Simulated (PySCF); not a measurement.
Deuteron quadrupole couplings in `[SiH3]O[C@@H]([SiH3])[SiH2][SiH3]`

CH12OSi4.
Atom-mapped SMILES: `[SiH3:1][O:2][C@@H:3]([SiH3:4])[SiH2:5][SiH3:6]` (hydrogens: H7, H8, H9 on Si1; H10 on C3; H11, H12, H13 on Si4; H14, H15 on Si5; H16, H17, H18 on Si6)

Geometry (GFN2-xTB, Å), atoms numbered from 1 in this order:
```
atom  x, y, z in Å
Si1    2.3198    0.9928    0.8705
O2     0.8582    0.4718    0.4266
C3     0.5120   -0.5879   -0.4754
Si4    0.0576   -2.1253    0.5557
Si5   -0.8551    0.1863   -1.5732
Si6   -2.3830    1.2418   -0.2063
H7     3.1251    1.3572   -0.3014
H8     3.0628   -0.0271    1.6196
H9     1.9193    2.1322    1.6809
H10    1.3849   -0.8268   -1.0938
H11    1.2262   -2.5660    1.3210
H12   -1.0270   -1.7778    1.4721
H13   -0.3487   -3.1794   -0.3753
H14   -1.3730   -0.8931   -2.4304
H15   -0.1697    1.1110   -2.4935
H16   -3.4459    1.8639   -1.0079
H17   -1.8101    2.3123    0.6119
H18   -3.0623    0.3206    0.7140
```

Level: PBE0/pcSseg-1 (PySCF, non-relativistic); Q(2H) = 0.00286 b; rigid geometry, the same for H and D, with no vibrational averaging.

Question: Rank these positions by the coupling χzz of a deuteron there, largest first.
A. H7 (Si–H hydrogen)
B. H17 (Si–H hydrogen)
C. H10 (methine hydrogen)

Answer: C (200 kHz), B (111 kHz), A (105 kHz).

Give the electric field gradient Vzz (the principal value of largest size), its asymmetry and the 2H coupling at each hydrogen.

```tsv
atom	bonded to	bond length (Å)	Vzz (au)	η	χzz (kHz)
H7	Si1	1.468	0.1560	0.04	105
H8	Si1	1.468	0.1559	0.04	105
H9	Si1	1.454	0.1675	0.01	113
H10	C3	1.096	0.2980	0.12	200
H11	Si4	1.465	0.1615	0.02	109
H12	Si4	1.462	0.1635	0.02	110
H13	Si4	1.464	0.1623	0.01	109
H14	Si5	1.473	0.1578	0.02	106
H15	Si5	1.474	0.1572	0.02	106
H16	Si6	1.469	0.1608	0.00	108
H17	Si6	1.464	0.1649	0.02	111
H18	Si6	1.469	0.1612	0.01	108
```

Average by the element that carries the hydrogen.

on Si: 108 kHz over 11 positions, mean bond length 1.466 Å; on C: 200 kHz over 1 position, mean bond length 1.096 Å.

How does χzz go with the bond length over the 11 Si–H bonds?

A straight-line fit has a slope of -3.8 kHz for each 0.01 Å, with a correlation coefficient of -0.81, over lengths from 1.454 to 1.474 Å. The longer bonds have the smaller couplings here.

Geometry: GFN2-xTB, one conformer, isolated molecule. GFN2-xTB bond lengths can be off by several hundredths of an ångström, more for odd bonds, and the gradients follow them. With a basis this small, the couplings can be 20 % off.

The run behind these numbers computed NMR shieldings as well. Time: 28 s of wall time; peak memory 0.87 GiB. Hardware: an Arm Neoverse V1 with one thread, on a shared host.
